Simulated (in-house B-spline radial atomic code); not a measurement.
Settings and results of a run for Tl⁻. Computed with a B-spline radial code for spherical atoms: scalar-relativistic (X2C) LC-wPBE, spin-polarised, spherical fractional occupations, Fermi nucleus of rms radius 5.4759 fm.

Command:
```bash
python run_scf.py task.json out
```
Settings (nuclear radius in fm, mass in u):
```
Z                81
configuration    [Xe] 4f14 5d10 6s2 6p2
hamiltonian      x2c
method           lc_wpbe
spin_polarised   True
nucleus          fermi
rms_radius       5.4759
atomic_mass      204.97443
speed_of_light   137.035999084
```

Output (hartree, bohr):
```
 radial grid: 91 intervals, B-splines of order 8, outer radius 144.5 bohr

 iter        energy (Eh)    residual
    1      -20247.517917    7.85e-01
    2      -20205.572461    4.41e-01
    3      -20249.080507    8.05e-02
    4      -20249.225664    6.26e-02
    5      -20249.310380    4.78e-02
    6      -20249.361102    3.60e-02
    7      -20249.392267    2.67e-02
    8      -20249.411963    1.95e-02
    9      -20249.424774    1.47e-02
   10      -20249.433338    1.14e-02
   11      -20249.439200    8.65e-03
   12      -20249.443289    6.41e-03
   13      -20249.286931    2.33e-02
   14      -20249.438863    9.90e-03
   15      -20249.443640    7.33e-03
   87      -20249.454526    3.50e-05
   88      -20249.454526    8.05e-05
   89      -20249.454527    7.16e-06
   90      -20249.454526    1.73e-05
   91      -20249.454527    2.80e-06
   92      -20249.454527    1.22e-05
   93      -20249.454527    2.66e-06
   94      -20249.454527    8.52e-06
   95      -20249.454527    4.20e-06
   96      -20249.454527    2.02e-06
   97      -20249.454527    2.55e-06
   98      -20249.454527    2.54e-06
   99      -20249.454527    2.34e-06
  100      -20249.454527    4.20e-06
  101      -20249.454527    6.24e-07

 total energy                    -20249.45453
 kinetic                           23473.0615
 electron-nucleus                 -51205.5985
 Hartree                            7869.4447
 exact exchange                      -17.6466
 exchange-correlation               -368.7155

 orbital      occ     eigenvalue          <r>       <r^2>       <1/r>       r_max
 1s up      1.000     -3134.1056    0.0154589 0.000338546     111.105    0.009028
 1s down    1.000     -3134.1054    0.0154589 0.000338546     111.105    0.009028
 2s up      1.000      -557.9766     0.067871  0.00552047     26.1651     0.05795
 2s down    1.000      -557.9766     0.067871  0.00552047     26.1651     0.05795
 2p up      3.000      -482.3295    0.0616826  0.00467052     20.9578     0.04763
 2p down    3.000      -482.3294    0.0616826  0.00467052     20.9578     0.04763
 3s up      1.000      -133.2832     0.176994   0.0359799     9.37073      0.1641
 3s down    1.000      -133.2831     0.176994   0.0359799     9.37073      0.1641
 3p up      3.000      -111.3773     0.178337   0.0369971     8.00111      0.1634
 3p down    3.000      -111.3772     0.178338   0.0369972     8.00111      0.1634
 3d up      5.000       -87.5868     0.162389   0.0308751     7.38309      0.1333
 3d down    5.000       -87.5867     0.162389   0.0308751      7.3831      0.1333
 4s up      1.000       -29.8195     0.391668    0.173311     3.91072      0.3696
 4s down    1.000       -29.8194     0.391667     0.17331     3.91072      0.3696
 4p up      3.000       -22.5913     0.416504     0.19731     3.39562      0.3886
 4p down    3.000       -22.5912     0.416502    0.197308     3.39563      0.3886
 4d up      5.000       -13.8240     0.439969    0.223596     3.01406       0.396
 4d down    5.000       -13.8239     0.439964    0.223591     3.01408       0.396
 5s up      1.000        -4.8766     0.879922    0.868418     1.58633      0.8103
 5s down    1.000        -4.8764     0.879958     0.86847     1.58622      0.8103
 5p up      3.000        -2.8921      1.00953     1.15277      1.3271      0.9047
 5p down    3.000        -2.8922      1.00961     1.15283     1.32686      0.9048
 4f up      7.000        -4.2574     0.467999    0.263336     2.60357      0.3584
 4f down    7.000        -4.2572     0.467997    0.263336     2.60358      0.3584
 5d up      5.000        -0.6110      1.39257     2.28984    0.949506       1.115
 5d down    5.000        -0.6079      1.38072      2.2396    0.954962       1.114
 6s up      1.000        -0.3672      2.60759     7.90783    0.498108        2.11
 6s down    1.000        -0.3248      2.49465     7.14597    0.519114       2.071
 6p up      2.000         0.0027      14.9326     1102.95    0.242511       3.165
```


6p up has a positive eigenvalue: unbound, held by the box.

Caution: exact exchange at fractional occupations of open shells leaves self-interaction of up to several eV.

One-electron X2C: radii and densities carry no picture-change correction, so inner-shell <1/r> comes out high (for 1s by about 2 % at Z = 33, 5 % at 54, 10 % at 75, 30 % at 118) and <r> low.
